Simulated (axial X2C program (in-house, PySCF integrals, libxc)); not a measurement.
**Low determinants of Te₂ at the PBE0 level, scalar-relativistic**

Calculated with an in-house all-electron X2C program for linear molecules (integrals from PySCF). Spin-free means the one-electron spin-free X2C Hamiltonian. Basis: Te dyall-cv3z [11s12p8d4f1g] (cores contracted in-house); Gaussian nuclei, density fitting, unrestricted open shells. Masses: Te 129.906 u.

Search at 2.560 Å (vertical energies from the lowest determinant):

| ΔE (eV) | state | electrons beyond evenly filled partner blocks | electrons in σ, π, δ, φ |
| --- | --- | --- | --- |
| 0.00 | M_S = 1, Λ = 0 | π+α, π-α | 42 46 16 0 |
| 0.53 | M_S = 0, Λ = 0 | π+β, π-α | 42 46 16 0 |
| 0.53 | M_S = 0, Λ = 2 | π+α, π+β | 42 46 16 0 |
| 1.92 | M_S = 1, Λ = 2 | 2 × π+α, 2 × π+β, 2 × π-α | 42 46 16 0 |
| 3.09 | M_S = 1, Λ = 1 | σα, π+α | 43 45 16 0 |
| 3.28 | M_S = 0, Λ = 1 | σα, π+β | 43 45 16 0 |
| 3.29 | M_S = 1, Λ = 1 | σα, π+α, π+β, π-α | 41 47 16 0 |

Lowest determinant, M_S = 1, Λ = 0 (beyond evenly filled blocks: π+α, π-α): Re = 2.545 Å, ωe = 263.4 cm⁻¹.

The determinant in row 2 of the search, M_S = 0, Λ = 0 (beyond evenly filled blocks: π+β, π-α), was followed along the bond at PBE0; measured from the minimum of the lowest determinant it gives:

Te = 0.530 eV (4276 cm⁻¹), Re = 2.549 Å, ωe = 261.5 cm⁻¹.

**Question.** Compare the bond of the determinant in row 2 with that of the lowest one.

**Answer.** At PBE0 its Re is 0.004 Å longer and its force constant, which goes as ωe², is 0.99 times that of the lowest determinant. This determinant mixes spin states, so it has no term energy of its own.

The search compares states at one distance, so a state with another bond length can lie lower; it is not exhaustive and yields mostly the lowest determinant of each block pattern, so other components and higher states of one pattern are missing. These are energies of single determinants, not of spin-adapted states; PBE0 term energies can be off by some tenths of an eV, and the functional has no current term. The lowest determinant need not be the ground state where others lie within half an eV. Row 2 is spin-contaminated (⟨S²⟩ = 1.00 against 0.00), so its values are not those of a pure state.
